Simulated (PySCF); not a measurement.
**Tl (thallium, neutral) across methods**

[Xe] 4f14 5d10 6s1 6p2, high-spin 4P determinant (an excited configuration). Calculation: PySCF 2.14, in aug-cc-pVQZ-PP with ECP60MDF; a scalar-relativistic core potential.

```tsv
method	E (hartree)	mean ε 5d β (eV)	mean ε 6s α (eV)	mean ε 6p α (eV)	Σ⟨r²⟩ (bohr²)	⟨S²⟩
wB97M-V	-172.2083	-21.333	-14.936	-6.421	65.85	3.753
MN15	-171.9540	-19.193	-13.583	-4.983	65.65	3.753
PBE	-172.3074	-16.776	-11.214	-3.683	66.53	3.752
LDA	-172.0203	-16.898	-11.465	-3.781	66.34	3.752
UHF	-171.35748	-24.016	-15.709	-6.685	66.22	3.758
PBE0	-172.2838	-18.786	-12.524	-4.520	65.88	3.753
B97-3	-172.3072	-18.941	-12.421	-4.387	65.92	3.752
r2SCAN	-172.3634	-17.160	-11.727	-3.940	65.33	3.756
```

Energies and moments cover only the electrons outside the core potential. Spin-orbit coupling is strong in this species (close to jj coupling), so the high-spin LS determinant is a model state, not a physical level.
